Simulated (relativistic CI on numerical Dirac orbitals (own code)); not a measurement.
# Level scheme of Pr19+

Computed by Dirac-Coulomb-Breit CI, orbitals from a KLI potential per configuration, model QED (radiative potential, 1s self-energy scaled to tabulated hydrogen-like ionisation energies), unscaled Slater integrals (own radial code, finite nucleus).

Configurations in the expansion (outside the closed core [Ar] 3d10): 4s²4p⁶4d⁴, 4s²4p⁵4d⁵, 4s²4p⁶4d³4f, 4s4p⁶4d⁵, 4s²4p⁶4d³5s, 4s4p⁶4d⁴4f, 4s²4p⁶4d³5p, 4s²4p⁶4d²4f5s, 4s²4p⁶4d³5d, 4s²4p⁶4d²5s5p, 4s²4p⁶4d³6s, 4p⁶4d⁶, 4p⁵4d⁷, 4s²4p⁶4d²5s², 4s²4p⁶4d4f5s², 4s4p⁶4d²4f5s², 4s²4p⁶4d5s²5p. Double excitations out of closed p, d and f shells are left out; levels of such configurations are missing from the list, as are those of other unlisted configurations, and high levels can miss mixing partners.

The lowest level is 4s²4p⁶4d⁴ ⁵D0, with 55 % of that term; Hund's rules for 4s²4p⁶4d⁴ give ⁵D with J = 0, in agreement.

```
No.  Configuration  Term  J  E (cm⁻¹)   %  Lifetime (s)          jj configuration (%)
  1      4s²4p⁶4d⁴    ⁵D  0         0  55                                4d3/2^4 (84)
  2      4s²4p⁶4d⁴    ⁵D  1     18693  80      4.18e-03            4d3/2^3 4d5/2 (88)
  3      4s²4p⁶4d⁴    ⁵D  2     32562  87      8.43e-03          4d3/2^2 4d5/2^2 (52)
  4      4s²4p⁶4d⁴    ⁵D  3     41928  78      3.24e-02          4d3/2^2 4d5/2^2 (46)
  5      4s²4p⁶4d⁴    ⁵D  4     45607  48      1.15e+00            4d3/2^3 4d5/2 (67)
  6      4s²4p⁶4d⁴    ⁵D  0     63560  43      3.68e-04          4d3/2^2 4d5/2^2 (80)
  7      4s²4p⁶4d⁴    ³H  4     67966  50      2.54e-03          4d3/2^2 4d5/2^2 (62)
  8      4s²4p⁶4d⁴    ³G  3     78033  62      1.31e-03          4d3/2^2 4d5/2^2 (53)
  9      4s²4p⁶4d⁴    ³F  2     80488  58      8.05e-04          4d3/2^2 4d5/2^2 (56)
 10      4s²4p⁶4d⁴    ³H  5     84017  73      3.75e-03          4d3/2^2 4d5/2^2 (99)
 11      4s²4p⁶4d⁴    ³P  1     85716  69      5.88e-04          4d3/2^2 4d5/2^2 (73)
 12      4s²4p⁶4d⁴    ³H  6     90890  68      2.74e-01          4d3/2^2 4d5/2^2 (92)
 13      4s²4p⁶4d⁴    ³G  4     98037  66      4.35e-03          4d3/2^2 4d5/2^2 (86)
 14      4s²4p⁶4d⁴    ³D  2    100541  46      3.91e-03          4d3/2^2 4d5/2^2 (83)
 15      4s²4p⁶4d⁴    ³D  3    103479  45      1.46e-03          4d3/2^2 4d5/2^2 (71)
 16      4s²4p⁶4d⁴    ³F  4    107003  44      5.82e-04            4d3/2 4d5/2^3 (58)
 17      4s²4p⁶4d⁴    ³F  3    116471  44      4.61e-04            4d3/2 4d5/2^3 (81)
 18      4s²4p⁶4d⁴    ³P  2    121881  37      4.40e-04            4d3/2 4d5/2^3 (46)
 19      4s²4p⁶4d⁴    ³G  5    124549  73      1.13e-03            4d3/2 4d5/2^3 (99)
 20      4s²4p⁶4d⁴    ³D  1    127133  80      3.37e-04            4d3/2 4d5/2^3 (81)
 21      4s²4p⁶4d⁴    ¹I  6    129980  68      1.07e-03            4d3/2 4d5/2^3 (92)
 22      4s²4p⁶4d⁴    ³F  4    141046  48      9.84e-04          4d3/2^2 4d5/2^2 (63)
 23      4s²4p⁶4d⁴    ¹S  0    142828  68      4.43e-04            4d3/2 4d5/2^3 (82)
 24      4s²4p⁶4d⁴    ³P  2    144555  52      5.90e-04          4d3/2^2 4d5/2^2 (57)
 25      4s²4p⁶4d⁴    ¹F  3    151275  55      5.81e-04            4d3/2 4d5/2^3 (85)
 26      4s²4p⁶4d⁴    ³P  2    157805  50      6.36e-04          4d3/2^2 4d5/2^2 (57)
 27      4s²4p⁶4d⁴    ³F  4    173471  52      2.45e-04                  4d5/2^4 (67)
 28      4s²4p⁶4d⁴    ³F  3    178395  75      7.35e-04            4d3/2 4d5/2^3 (98)
 29      4s²4p⁶4d⁴    ³F  2    179708  40      3.75e-04                  4d5/2^4 (49)
 30      4s²4p⁶4d⁴    ³P  1    179991  97      3.89e-04            4d3/2 4d5/2^3 (93)
 31      4s²4p⁶4d⁴    ³P  0    187722  79      6.39e-04          4d3/2^2 4d5/2^2 (54)
 32      4s²4p⁶4d⁴    ¹G  4    189472  69      3.91e-04            4d3/2 4d5/2^3 (84)
 33      4s²4p⁶4d⁴    ¹D  2    225519  88      2.78e-04            4d3/2 4d5/2^3 (43)
 34      4s²4p⁶4d⁴    ¹S  0    280258  88      1.29e-04                  4d5/2^4 (47)
 35     4p⁵4d⁵(6S)   ⁷P°  4    785859  83      5.70e-09  4p3/2^3 4d3/2^3 4d5/2^2 (41)
 36     4p⁵4d⁵(6S)   ⁷P°  3    821247  60      4.54e-10  4p3/2^3 4d3/2^3 4d5/2^2 (44)
 37     4p⁵4d⁵(4D)   ⁵P°  2    831019  41      5.28e-10            4p3/2^3 4d5/2 (59)
 38     4p⁵4d⁵(4P)   ⁵D°  4    841667  28      1.42e-09            4p3/2^3 4d5/2 (54)
 39     4p⁵4d⁵(4D)   ⁵P°  1    852697  79      1.57e-09  4p3/2^3 4d3/2^3 4d5/2^2 (61)
 40     4p⁵4d⁵(4G)   ⁵G°  6    853285  65      9.70e-09  4p3/2^3 4d3/2^3 4d5/2^2 (63)
 41     4p⁵4d⁵(4G)   ⁵G°  5    853691  43      1.42e-09  4p3/2^3 4d3/2^3 4d5/2^2 (79)
 42     4p⁵4d⁵(4P)   ⁵D°  3    858793  27      1.72e-10  4p3/2^3 4d3/2^3 4d5/2^2 (70)
 43     4p⁵4d⁵(4G)   ⁵G°  2    859381  30      2.04e-10  4p3/2^3 4d3/2^3 4d5/2^2 (62)
 44     4p⁵4d⁵(4G)   ⁵G°  3    860646  27      5.53e-10  4p3/2^3 4d3/2^3 4d5/2^2 (55)
 45     4p⁵4d⁵(4G)   ⁵G°  4    861368  46      3.86e-10  4p3/2^3 4d3/2^3 4d5/2^2 (59)
 46     4p⁵4d⁵(4G)   ⁵F°  1    867690  48      3.70e-11            4p3/2^3 4d5/2 (33)
 47     4p⁵4d⁵(4D)   ⁵D°  2    868476  23      1.22e-10  4p3/2^3 4d3/2^3 4d5/2^2 (65)
 48     4p⁵4d⁵(4G)   ⁵H°  7    871460  80      1.07e-08  4p3/2^3 4d3/2^3 4d5/2^2 (63)
 49     4p⁵4d⁵(4D)   ⁵F°  5    872296  50      2.44e-10  4p3/2^3 4d3/2^2 4d5/2^3 (68)
 50     4p⁵4d⁵(2D)   ³F°  4    880435  25      1.43e-10  4p3/2^3 4d3/2^3 4d5/2^2 (65)
 51     4p⁵4d⁵(4P)   ⁵D°  4    882680  26      3.55e-10  4p3/2^3 4d3/2^3 4d5/2^2 (51)
 52     4p⁵4d⁵(4P)   ⁵S°  2    884234  25      1.23e-10  4p3/2^3 4d3/2^2 4d5/2^3 (55)
 53     4p⁵4d⁵(2D)   ³D°  3    887503  25      3.20e-10            4p3/2^3 4d5/2 (35)
 54     4p⁵4d⁵(4G)   ⁵F°  2    888571  26      6.09e-11  4p3/2^3 4d3/2^2 4d5/2^3 (47)
 55     4p⁵4d⁵(4G)   ⁵F°  3    891500  39      5.49e-11  4p3/2^3 4d3/2^2 4d5/2^3 (50)
 56     4p⁵4d⁵(4F)   ⁵D°  1    893201  52      4.38e-11  4p3/2^3 4d3/2^2 4d5/2^3 (36)
 57     4p⁵4d⁵(4F)   ⁵D°  0    893960  63      3.12e-11  4p3/2^3 4d3/2^3 4d5/2^2 (45)
 58     4p⁵4d⁵(4G)   ³H°  6    895045  40      6.73e-10  4p3/2^3 4d3/2^3 4d5/2^2 (50)
 59     4p⁵4d⁵(2F)   ³G°  5    896357  29      1.04e-10  4p3/2^3 4d3/2^3 4d5/2^2 (72)
 60     4p⁵4d⁵(4D)   ³D°  1    900416  38      2.40e-10  4p3/2^3 4d3/2^3 4d5/2^2 (49)
 61     4p⁵4d⁵(2F)   ³F°  4    900517  36      1.72e-10  4p3/2^3 4d3/2^3 4d5/2^2 (48)
 62     4p⁵4d⁵(4G)   ³H°  5    900914  29      4.00e-10  4p3/2^3 4d3/2^3 4d5/2^2 (50)
 63     4p⁵4d⁵(2G)   ³H°  6    903790  48      3.59e-10  4p3/2^3 4d3/2^2 4d5/2^3 (67)
 64     4p⁵4d⁵(4P)   ³D°  2    904296  20      1.76e-10  4p3/2^3 4d3/2^3 4d5/2^2 (52)
 65     4p⁵4d⁵(2D)   ³D°  3    907475  27      1.37e-10  4p3/2^3 4d3/2^2 4d5/2^3 (52)
 66     4p⁵4d⁵(2G)   ³F°  2    908760  49      1.84e-10  4p3/2^3 4d3/2^2 4d5/2^3 (51)
 67     4p⁵4d⁵(4D)   ³F°  4    909112  30      1.60e-10  4p3/2^3 4d3/2^2 4d5/2^3 (52)
 68     4p⁵4d⁵(2F)   ³F°  3    909474  52      1.48e-10  4p3/2^3 4d3/2^2 4d5/2^3 (72)
 69     4p⁵4d⁵(2D)   ³P°  0    912762  77      1.16e-09  4p3/2^3 4d3/2^2 4d5/2^3 (87)
 70     4p⁵4d⁵(2I)   ³I°  7    913083  45      6.15e-10  4p3/2^3 4d3/2^2 4d5/2^3 (75)
```

Energies count from the lowest computed level; ° marks odd parity; lifetimes are radiative, by E1, M1, E2, M2, E3 decay to levels of this space only. Percentages are summed over parent terms; the parents shown are those of the largest component, closed shells are left out there. Filled j subshells are mostly left out of the jj labels.

The mean weight of the leading LS term, summed over parents, in these 70 levels is 52 %, and that of the leading jj configuration (from the same eigenvectors) 64 %, so jj coupling describes them better and the LS labels are nominal.

At this charge energies of transitions that change n are usually good to better than 1 %, and those within a shell (Δn = 0) to a few per cent. Terms inside the open d or f shell come out 10 to 20 % too wide with unscaled integrals.

LS names give the leading component of a level, which can be under half, so a name can repeat, a term be missing and a line seem to break the LS rules.
